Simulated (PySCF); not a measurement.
## Co⁺ (cobalt, charge +1): UHF calculation

Configuration: [Ar] 3d8, high-spin 3F determinant. All numbers are calculated (PySCF 2.14, the non-relativistic Hamiltonian (point nucleus), in 6-31G*).

| Item | Value |
| --- | --- |
| Total energy | -1380.860532 hartree |
| One-electron energy | -1913.6534 hartree |
| Hartree (Coulomb) energy | 591.0151 hartree |
| Exchange energy | -58.2222 hartree |
| Kinetic energy | 1381.88205 hartree |
| ⟨S²⟩ | 2.0016 |
| ⟨L²⟩ | 12.015 |
| Sum of ⟨r⟩ | 16.90 bohr |
| Sum of ⟨r²⟩ | 17.85 bohr² |
| Density at the nucleus (Gaussians lack the cusp) | 12600 bohr⁻³ |
| Spin density at the nucleus | 0.0287 bohr⁻³ |
| Langevin diamagnetic susceptibility | -14.1 ×10⁻⁶ cm³/mol |
| Time after the integrals | 0.2 s of wall time on 1 thread of Neoverse-N1 (shared host) |

```csv
shell,electrons,mean orbital energy (eV),spread (eV),"rms radius, mean of both spins (bohr)"
1s α,1,-7700.8,0,0.0659
1s β,1,-7700.8,0,0.0659
2s α,1,-947.88,0,0.279
2s β,1,-946.20,0,0.279
2p α,3,-818.82,0,0.250
2p β,3,-817.19,0,0.250
3s α,1,-124.80,0,0.845
3s β,1,-119.99,0,0.845
3p α,3,-84.668,0,0.903
3p β,3,-78.812,0,0.903
3d α,5,-18.128,1.210,1.17
3d β,3,-15.837,0,1.17
```
